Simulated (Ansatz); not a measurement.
`[OH][SnH]1[CH2][S]1` + H₂ → `[CH2]1[S][SnH2]1` + H₂O at 298.15 K and 1 bar (hydrogenolysis of the Sn–O bond).

Gas-phase electronic energies from Ansatz, PBE0-D4/def2-TZVP geometries. CCSD(T)/CBS is the MP2 limit (def2-TZVPP, def2-QZVPP) plus CCSD(T) − MP2 in def2-TZVPP, frozen cores. This one scheme is used for every species. def2 core potentials past Kr. For Sn outer-core shells are correlated without core-valence functions, which leaves a few kJ/mol of doubt a bond. One conformer a species, not always the lowest.

```
              species  CCSD(T)/CBS energy (Eh)  H − E (kJ/mol)  S (J/(mol·K))
`[OH][SnH]1[CH2][S]1`               -727.42969           143.6          336.9
                   H₂                 -1.17544            35.1          130.4
   `[CH2]1[S][SnH2]1`               -652.22779           122.1          303.2
                  H₂O                -76.37941            66.4          188.7
```

H − E and S are ideal-gas, rigid-rotor, harmonic terms from PBE0-D4/def2-TZVP, for one conformer and one mirror image of each species. The MP2-based limit puts H₂ 0.8 mEh under its directly extrapolated value; such offsets cancel only in part. 1 Eh = 2625.50 kJ/mol, R = 8.31446 J/(mol·K).

**Question.** By hand: ΔE, ΔH, ΔS and ΔG.

**Answer.** ΔE = (-652.22779) + (-76.37941) − (-727.42969) − (-1.17544) = -0.00207 Eh = -5.4 kJ/mol. Δ(H − E) = 122.1 + 66.4 − 143.6 − 35.1 = 9.8, so ΔH = 4.4 kJ/mol. ΔS = 303.2 + 188.7 − 336.9 − 130.4 = 24.6 J/(mol·K). ΔG = 4.4 − 298.15 × (24.6)/1000 = -2.9 kJ/mol.

**Question.** By hand: the equilibrium constant, and the temperature at which ΔG would vanish if ΔH and ΔS stayed fixed.

**Answer.** log₁₀ K = −ΔG/(RT ln 10) = 0.5. ΔG = 0 at ΔH/ΔS = 179 K, though so small a ΔH makes that figure unsure.

TΔS isn't small against ΔH here. The sign of ΔG lies within the doubt. A doubt of 5 kJ/mol in ΔE shifts log₁₀ K by 0.9 here. Other conformers and mirror images would add mixing entropy, several J/(mol·K) or more a flexible species. These are equilibria of isolated gas molecules and say nothing of rates. Largest T1 diagnostic: 0.014 (customary marks: 0.02 for closed shells, 0.045 for open ones).
